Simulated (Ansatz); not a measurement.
Cost and result for the atomization energy of CH$_{8}$B$_{2}$SSi, SMILES `CB([SiH3])BS` (13 atoms, 12 bonds).

| atom | x (Å) | y (Å) | z (Å) |
| --- | --- | --- | --- |
| C1 | 0.6646 | 0.8462 | -1.3280 |
| B2 | 0.2284 | 0.1972 | 0.0254 |
| Si3 | -1.6710 | 0.5094 | 0.6657 |
| B4 | 1.1969 | -0.7556 | 0.9580 |
| S5 | 1.3897 | -2.5097 | 0.7409 |
| H6 | 0.4271 | 0.0672 | -2.0730 |
| H7 | 1.7345 | 1.0406 | -1.4270 |
| H8 | 0.0959 | 1.7276 | -1.6328 |
| H9 | -2.6233 | 0.6299 | -0.4771 |
| H10 | -1.6706 | 1.8181 | 1.3867 |
| H11 | -2.1955 | -0.5229 | 1.6012 |
| H12 | 1.8188 | -0.3383 | 1.8943 |
| H13 | 0.6046 | -2.7096 | -0.3344 |

The species carries charge 0 and has multiplicity 1. The geometry is a stationary point of PBE0-D4/def2-TZVP. It is one conformer, not always the lowest. Program: Ansatz. All runs use 4 threads of an Arm Neoverse V1 on a shared host. Times are those of one run each, without the atoms' runs, and a repeat can differ threefold. Electronic energies, without spin–orbit coupling; frozen cores. CCSD(T)/CBS adds CCSD(T) − MP2 in def2-TZVPP to the MP2 limit, and its time is that of the two runs behind it. T1 = 0.014. B3LYP takes the VWN-RPA correlation (the form of Gaussian; ORCA's B3LYP/G).

CCSD(T)/CBS is a level of theory with its own doubt, some kJ/mol a heavy atom from the limit and from the frozen cores, so smaller differences don't rank the functionals.

```csv
level,functions,wall time
PBE-D4/def2-TZVPP (with forces),289,3.3 s
PBE0-D4/def2-TZVPP,289,4.1 s
r2SCAN-D4/def2-TZVPP (with forces),289,6.5 s
B3LYP-D4/def2-TZVPP (with forces),289,7 s
B2PLYP/def2-TZVPP,289,7.5 s
ωB97X-V/def2-TZVPP,289,11 s
ωB97M-V/def2-TZVPP (with forces),289,16 s
MP2/def2-QZVPP,551,31 s
CCSD(T)/def2-TZVPP,289,3.4 min
CCSD(T)/CBS(def2),–,3.9 min
```

(1) What atomization energy does each give, and how far from CCSD(T)/CBS? (Estimate.)

Results:

(1) The calculation gave: 
```json
{"level": "PBE-D4/def2-TZVPP (with forces)", "atomization (kJ/mol)": "4490.9", "difference from CCSD(T)/CBS": "76.0", "per bond": "6.3"}
{"level": "PBE0-D4/def2-TZVPP", "atomization (kJ/mol)": "4457.3", "difference from CCSD(T)/CBS": "42.4", "per bond": "3.5"}
{"level": "r2SCAN-D4/def2-TZVPP (with forces)", "atomization (kJ/mol)": "4476.8", "difference from CCSD(T)/CBS": "61.9", "per bond": "5.2"}
{"level": "B3LYP-D4/def2-TZVPP (with forces)", "atomization (kJ/mol)": "4451.9", "difference from CCSD(T)/CBS": "37.0", "per bond": "3.1"}
{"level": "B2PLYP/def2-TZVPP", "atomization (kJ/mol)": "4387.7", "difference from CCSD(T)/CBS": "-27.2", "per bond": "-2.3"}
{"level": "ωB97X-V/def2-TZVPP", "atomization (kJ/mol)": "4460.7", "difference from CCSD(T)/CBS": "45.8", "per bond": "3.8"}
{"level": "ωB97M-V/def2-TZVPP (with forces)", "atomization (kJ/mol)": "4456.0", "difference from CCSD(T)/CBS": "41.1", "per bond": "3.4"}
{"level": "MP2/def2-QZVPP", "atomization (kJ/mol)": "4399.4", "difference from CCSD(T)/CBS": "-15.5", "per bond": "-1.3"}
{"level": "CCSD(T)/def2-TZVPP", "atomization (kJ/mol)": "4318.7", "difference from CCSD(T)/CBS": "-96.2", "per bond": "-8.0"}
{"level": "CCSD(T)/CBS(def2)", "atomization (kJ/mol)": "4414.9", "difference from CCSD(T)/CBS": "0.0", "per bond": "0.0"}
```

From PBE to PBE0 (25 % exact exchange), in def2-TZVPP and without D4, the atomization energy moves by −29.6 kJ/mol: exact exchange takes away binding that semilocal exchange gives to molecules. The D4 term adds +46.1 kJ/mol with B3LYP and +24.7 kJ/mol with PBE0; it sums over pairs of atoms, weighted by their polarisabilities, and B3LYP, whose exchange is more repulsive, gets the larger term. In def2-TZVPP, CCSD(T) changes the Hartree–Fock value by +901.2 kJ/mol (the triples alone add +50.9 kJ/mol) and MP2 by +925.7 kJ/mol; breaking electron pairs costs correlation energy, which Hartree–Fock lacks.
